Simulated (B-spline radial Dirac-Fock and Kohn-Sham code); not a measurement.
**Lβ1 (L2-M4) energies across the elements Pr to Er**

Model: multi-electron Dirac-Fock with separately optimised hole states, Breit and Lamb-shift corrections added in first order. Program: an atomic code on a B-spline grid. Free neutral atoms. No correlation.

The screening constant σ is defined by E = 0.1389·Ry·(Z − σ)², the hydrogen-like form of Moseley's law.

| Z | element | computed (eV) | tabulated (eV) | √E | σ |
| --- | --- | --- | --- | --- | --- |
| 59 | Pr | 5489.9 | 5489.3 | 74.09 | 5.10 |
| 60 | Nd | 5722.3 | 5721.6 | 75.65 | 4.97 |
| 61 | Pm | 5960.9 | 5961.3 | 77.21 | 4.84 |
| 62 | Sm | 6205.7 | 6205.8 | 78.78 | 4.69 |
| 63 | Eu | 6456.8 | 6456.5 | 80.35 | 4.55 |
| 64 | Gd | ? | ? | ? | ? |
| 65 | Tb | 6978.6 | 6976.6 | 83.54 | 4.23 |
| 66 | Dy | 7249.5 | 7248.1 | 85.14 | 4.06 |
| 67 | Ho | 7527.3 | 7526.3 | 86.76 | 3.89 |
| 68 | Er | 7812.1 | 7811.0 | 88.39 | 3.70 |

Question: Estimate the missing row, Gd.

Answer: Computed 6713.3 eV, tabulated 6713.1 eV, √E = 81.93, σ = 4.40.

Tabulated energies: xraylib 4.2 line table, elements in their standard states.
